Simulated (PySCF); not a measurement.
Isomers C7H12NP:

A. `CC(C)c1pccn1C`
B. SMILES Cc1cn(C(C)C)cp1
C. `CC([P@]1(=N)C(C=C)=C1)C`

Spectrum 1. ¹³C{¹H} NMR (computed): δ 159.3 (CH), 154.0 (C), 126.6 (CH), 58.0 (CH), 26.3 (CH3), 18.7 (CH3).

Spectrum 2. ¹³C{¹H} NMR (computed): δ 188.6 (C), 134.0 (CH), 132.7 (CH), 37.0 (CH3), 33.5 (CH), 32.5 (CH3).

Spectrum 3. ¹³C{¹H} NMR (computed): δ 186.8 (C), 168.6 (CH), 136.6 (CH2), 134.6 (CH), 43.2 (CH), 22.0 (CH3), 19.8 (CH3).

PySCF 2.14.0 with density-fitted response routines calculation with coordinates at the GFN2-xTB level and shieldings: GIAO PBE0/pcSseg-1; one computed conformer, in vacuum, averaged over atoms made equivalent by symmetry, fast rotation or ring inversion, non-relativistic.

Referencing at the same level of theory: ¹³C (σ = 186.93 ppm) against TMS. Splittings of carbon signals by F and P are missing where no couplings were computed. Shifts are as computed. Against solution values, carbons near 30 ppm lie about +3 ppm off and those near 130 ppm about +5 ppm. Of 1211 compounds with measured shifts, 218 miss one by over three times the rms of a fit or turn the order of signals round; such compounds aren't used in these exercises.

Which spectrum belongs to which compound?

Results:

1–B, 2–A, 3–C.

- Spectrum 1 (B): 6 ¹³C signals; δC 159.3 is an aromatic CH next to a ring nitrogen; δC 58.0 is an sp3 CH bonded to N.
- Spectrum 2 (A): 6 ¹³C signals; δC 134.0 is an aromatic CH; δC 37.0 is a methyl carbon bonded to N.
- Spectrum 3 (C): 7 ¹³C signals; δC 136.6 is a terminal =CH2 carbon; δC 134.6 is an alkene CH.
